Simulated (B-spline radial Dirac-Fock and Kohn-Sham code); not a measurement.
**Ionisation of each subshell: Er**

System: the free erbium atom in the configuration [Xe] 4f13 6s1 (an excited configuration); nuclear rms radius 5.2516 fm (A = 166).

Method: Dirac-Fock ΔSCF + Breit + QED. Computed with a B-spline atomic structure program. Correlation and solid-state effects are left out. Energies are counted from the vacuum level. Subshells whose hole state is unreliable or did not converge are left out.

All terms are in eV, carry their sign (relaxation lowers the binding energy) and add up to the binding energy; ⟨r⟩ is the mean radius of the orbital in the initial state.

```
subshell  −ε (Koopmans)  relaxation    Gaunt  retardation  self-energy  vacuum polarisation  binding energy  ⟨r⟩ (bohr)
       K        57823.1      -86.32  -190.20        16.86      -109.10                18.92         57473.3       0.020
      L1         9831.9      -52.78   -20.04         1.37       -15.09                 2.44          9747.8       0.086
      L2         9341.9      -56.88   -34.75         3.80         0.23                 0.06          9254.3       0.072
      L3         8422.7      -54.47   -24.30         4.96        -0.96                -0.10          8347.8       0.079
      M1         2250.2      -31.68    -3.50         0.20        -3.40                 0.53          2212.4       0.224
      M2         2035.6      -32.49    -6.26         0.62        -0.01                 0.01          1997.5       0.214
      M3         1839.0      -31.26    -4.15         0.90        -0.24                -0.02          1804.2       0.228
      M4         1477.1      -33.53    -2.58         0.22         0.25                -0.03          1441.4       0.201
      M5         1434.5      -33.06    -1.70         0.24         0.13                -0.03          1400.1       0.205
      N1          463.2      -14.94    -0.74         0.05        -0.80                 0.12           446.9       0.509
      N2          376.1      -14.56    -1.29         0.14         0.00                 0.00           360.4       0.519
      N3          331.6      -13.49    -0.80         0.20        -0.05                -0.01           317.4       0.549
      N4          187.8      -12.64    -0.36         0.03         0.05                -0.01           174.9       0.581
      N5          179.4      -12.19    -0.18         0.04         0.03                -0.01           167.1       0.592
      O2          31.15       -2.58    -0.13         0.01         0.01                 0.00           28.45       1.482
      O3          25.83       -2.21    -0.07         0.02         0.00                 0.00           23.57       1.604
      P1           4.23       -0.02     0.00         0.00        -0.01                 0.00            4.20       5.020
```

For the deepest level, K (1s), the Breit terms make up -0.302 % of the binding energy, QED -0.157 % and orbital relaxation -0.150 %.

Spin-orbit splittings: 2p 906.5 eV, 3p 193.3 eV, 3d 41.29 eV, 4p 43.01 eV, 4d 7.78 eV, 5p 4.89 eV.
